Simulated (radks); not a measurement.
The numbers below are computed, except where a source is named.
Ionisation of the lutetium ion Lu2+, [Xe] 4f14 6s1, to [Xe] 4f14 as the strength of local exchange is varied. Level of theory: scalar-relativistic Kohn-Sham, Slater X-alpha exchange (alpha = 2/3 is LDA exchange), no correlation, spin-polarised, spherical densities, point nucleus; open shells are filled with parallel spins first (spin-orbit coupling, left out, can overturn this in heavy ions) (a radial shooting solver on a logarithmic mesh with Libxc functionals).

| alpha | E(Lu2+) (hartree) | exchange (hartree) | IE (eV) | -e of the level emptied (eV) | <r> of it (bohr) |
|---|---|---|---|---|---|
| 0.551 | -14497.2772 | -233.5272 | 19.858 | 16.614 (6s) | 3.133 |
| 0.558 | -14500.2578 | -236.5474 | 19.910 | 16.671 (6s) | 3.129 |
| 0.786 | -14597.7076 | -335.6447 | 21.659 | 18.565 (6s) | 3.004 |
| 0.956 | -14670.8297 | -410.4427 | 23.016 | 20.047 (6s) | 2.917 |
| 0.959 | -14672.1236 | -411.7696 | 23.040 | 20.074 (6s) | 2.916 |
| x | -14546.7567 | -283.7479 | 20.736 | 17.563 (6s) | 3.068 |

Which alpha was used in the last row?

Answer. alpha = 0.667. NIST Atomic Spectra Database: 20.959 eV (measured). The Delta-SCF value meets it near alpha = 0.70.
